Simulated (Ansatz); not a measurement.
Program: Ansatz. Geometries: PBE0-D4/def2-TZVP. ΔE: electronic, gas phase. CCSD(T)/CBS adds triple-zeta CCSD(T) − MP2 to the extrapolated MP2 energy (def2 sets, frozen cores). This one scheme is used for every species. Functionals use def2-TZVPP. B3LYP here is the variant with VWN-RPA as its local correlation; programs differ in this. Each species was taken in one conformer, which may not be the lowest.

`CC(C)[Si]Cl` + `[SiH3]N[SiH3]` → `[SiH3]N([SiH3])[Si]Cl` + `CCC`  (ligand exchange at the Si–C bond)

```json
{"level": "B3LYP-D4", "ΔE (kcal/mol)": "-32.7"}
{"level": "SCS-MP2/def2-QZVPP", "ΔE (kcal/mol)": "-32.8"}
```

Task: What does CCSD(T)/CBS give? (Best estimate.)

Result: Computed: -32.1 kcal/mol. The listed levels differ from it by -0.6, -0.7 kcal/mol.

Largest T1 diagnostic among the species: 0.013.

The D4 term adds −1.0 kcal/mol with B3LYP and −0.5 kcal/mol with PBE0; it sums over pairs of atoms, weighted by their polarisabilities, and B3LYP, whose exchange is more repulsive, gets the larger term. Leaving LDA and LC-ωPBE aside and taking each functional with its dispersion term where it has one, the values, not all of them listed here, spread over 1.7 kcal/mol, from BHLYP-D4 to revPBE-D4.
